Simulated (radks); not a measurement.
The numbers below are computed, except where a source is named.
Initial-state core-level shifts of neutral silicon when its valence configuration changes from [Ne] 3s2 3p2. Level of theory: Dirac Kohn-Sham, PBE, spin-unpolarised, spherical densities, finite nucleus; open shells are shared between the two j in proportion to 2j + 1; Fermi nuclear charge, rms radius 3.1224 fm (a radial shooting solver on a logarithmic mesh with Libxc functionals). Shifts are changes of the shell-averaged eigenvalues in eV (positive: less bound); the change of the density at the nucleus, which sets a Mossbauer isomer shift, is in e/bohr^3, on a base of 1909.

| valence | 1s | 2s | 2p | density at nucleus |
|---|---|---|---|---|
| 3s1 3p3 | -1.709 | -1.655 | -1.645 | -4.6211 |
| 3p4 | -3.300 | -3.202 | -3.179 | -9.5783 |
| 3s1.5 3p2.5 | -0.871 | -0.843 | -0.838 | -2.2654 |
| 3s0.5 3p3.5 | -2.517 | -2.441 | -2.424 | -7.0605 |
